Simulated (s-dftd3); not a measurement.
IIn, charge +1, doublet, geometry from GFN2-xTB (such geometries of metal compounds can be far from the true shape) (a state made from the parent by changing its charge; the spin is typed, not shown lowest); D3(op) for tpssh in s-dftd3.

s-dftd3 was given this input:
```
$ s-dftd3 mol.xyz --op tpssh --json dftd3.json --noedisp --grad

# file mol.xyz
2

In    -0.00000000    -0.00000000    -1.69320062
I      0.00000000     0.00000000     1.56541190
```

Problem. What does s-dftd3 print? Leave out banner, timings and long lists.

Solution. 
```
-----------------------------------
 s i m p l e   D F T - D 3  v1.4.0
-----------------------------------

Optimized power damping: tpssh-D3(op)
--------------------
   s6        1.0000
   s8        0.4319
   s9        0.0000
   a1        0.5750
   a1        3.0000
  alp       14.0000
 beta        8.0000
--------------------

Dispersion energy:      -4.9522070802576E-05 Eh

Gradient norm:           9.1790565346421E-05 Eh/a0
--------------------------------------------------
     #    Z           dE/dx      dE/dy      dE/dz
--------------------------------------------------
     1   49 In    0.000E+00  0.000E+00  6.491E-05
     2   53 I     0.000E+00  0.000E+00 -6.491E-05
--------------------------------------------------

Virial:
--------------------------------------------------
      component           x          y          z
--------------------------------------------------
          x       0.000E+00  0.000E+00  0.000E+00
          y       0.000E+00  0.000E+00  0.000E+00
          z       0.000E+00  0.000E+00 -3.997E-04
--------------------------------------------------

[Info] JSON dump of results written to 'dftd3.json'
```
